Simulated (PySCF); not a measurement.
A structure optimised at PBE-D3(BJ)/def2-SVP, used in a PySCF frequency run:

```xyz
9

N      2.7798    -0.4597    -0.3186
C      1.9062     0.3172    -0.2351
C      0.7917     1.2454    -0.1487
Si    -0.8922     0.4381    -0.5526
Cl    -1.2969    -1.0227     0.8617
H      0.7361     1.6832     0.8709
H      0.9419     2.0880    -0.8592
H     -1.9408     1.5073    -0.4770
H     -0.8437    -0.1829    -1.9137
```
Charge 0, spin multiplicity 1.

Write its SMILES and formula.

N#CC[SiH2]Cl, C2H4ClNSi

What are its rotational constants (standard atomic weights)?

5.1628, 1.7969, 1.4458 GHz
